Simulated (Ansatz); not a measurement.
`F[Si]N([SiH3])[SiH3]` + HBr → `[SiH3]N([SiH3])[Si]Br` + H–F at 298.15 K and 1 bar (ligand exchange at the Si–F bond).

Computed with Ansatz on PBE0-D4/def2-TZVP structures; ΔE is electronic, products minus reactants. CCSD(T)/CBS is the MP2 limit (def2-TZVPP, def2-QZVPP) plus CCSD(T) − MP2 in def2-TZVPP, frozen cores. This one scheme is used for every species. For Br outer-core shells are correlated without core-valence functions, which leaves a few kJ/mol of doubt a bond. Scalar relativity is left out up to krypton. One conformer a species, not always the lowest.

```tsv
species	CCSD(T)/CBS energy (Eh)	H − E (kJ/mol)	S (J/(mol·K))
`F[Si]N([SiH3])[SiH3]`	-1025.44155	181.7	374.6
HBr	-2573.91920	24.6	198.6
`[SiH3]N([SiH3])[Si]Br`	-3498.95213	179.4	392.4
H–F	-100.39570	33.5	173.6
```

H − E and S are ideal-gas, rigid-rotor, harmonic terms from PBE0-D4/def2-TZVP, for one conformer and one mirror image of each species. 1 Eh = 2625.50 kJ/mol, R = 8.31446 J/(mol·K).

Q: By hand: ΔE, ΔH, ΔS and ΔG.

A: ΔE = (-3498.95213) + (-100.39570) − (-1025.44155) − (-2573.91920) = 0.01292 Eh = 33.9 kJ/mol. Δ(H − E) = 179.4 + 33.5 − 181.7 − 24.6 = 6.6, so ΔH = 40.5 kJ/mol. ΔS = 392.4 + 173.6 − 374.6 − 198.6 = -7.2 J/(mol·K). ΔG = 40.5 − 298.15 × (-7.2)/1000 = 42.6 kJ/mol.

Q: By hand: the equilibrium constant, and the temperature at which ΔG would vanish if ΔH and ΔS stayed fixed.

A: log₁₀ K = −ΔG/(RT ln 10) = -7.5. ΔH and −TΔS have one sign here, so there is no such temperature.

The number of gas molecules stays the same, so ΔS is small and ΔH decides. A doubt of 5 kJ/mol in ΔE shifts log₁₀ K by 0.9 here. Other conformers and mirror images would add mixing entropy, several J/(mol·K) or more a flexible species. These are equilibria of isolated gas molecules and say nothing of rates. Largest T1 diagnostic: 0.014 (customary marks: 0.02 for closed shells, 0.045 for open ones).

ΔS is within the doubt of such terms, so its sign, and with it that verdict, could turn.
